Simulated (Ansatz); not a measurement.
Geometry optimisation, RKS PBE0/def2-SVP (Ansatz).

input.yaml

```yaml
crystal:
  periodic: [false, false, false]
  atoms:
    - { symbol: B, position_ang: [-0.34957, 1.8463, -1.63539] }
    - { symbol: B, position_ang: [-0.0103, 0.87201, -0.56785] }
    - { symbol: Si, position_ang: [0.48536, -0.46788, 0.73004] }
    - { symbol: O, position_ang: [-0.33015, -1.89661, 0.58672] }
    - { symbol: H, position_ang: [-0.59958, 2.53392, -2.53173] }
    - { symbol: H, position_ang: [0.24097, 0.0553, 2.10257] }
    - { symbol: H, position_ang: [1.84514, -1.02705, 0.72014] }
    - { symbol: H, position_ang: [-1.28186, -1.916, 0.5955] }
basis:
  gaussian: { orbitals: def2-SVP }
hamiltonian:
  xc: pbe0
relax:
  f_tol: 0.02
  max_steps: 50
```

Launched with:

```bash
$ ansatz run input.yaml --threads 1 --pin off --max-ram 2048MiB --backend cpu --events-out ev --progress --plain --runs-dir out
```

**Question.** Where does it end, and by what steps?

**Answer.** The forces met the threshold. After 6 steps the energy has fallen by 0.241 eV; H6 moved furthest, 0.19 Å.

| step | energy less start (eV) | largest force component (eV/Å) | accepted |
| --- | --- | --- | --- |
| 0 | 0.0000 | 1.452 | yes |
| 1 | -0.2105 | 0.326 | yes |
| 2 | -0.2289 | 0.166 | yes |
| 3 | -0.2315 | 0.853 | yes |
| 4 | -0.2378 | 0.378 | yes |
| 5 | -0.2405 | 0.039 | yes |
| 6 | -0.2408 | 0.016 | yes |

```xyz
8
Properties=species:S:1:pos:R:3
B -0.352 1.828 -1.663
B 0.043 0.739 -0.633
Si 0.488 -0.570 0.761
O -0.382 -1.997 0.731
H -0.646 2.675 -2.448
H 0.239 0.221 2.019
H 1.917 -0.992 0.746
H -1.308 -1.905 0.487
```

Run time: 28 s on 1 thread of Arm Neoverse V2 (shared host), peak memory 0.15 GiB.
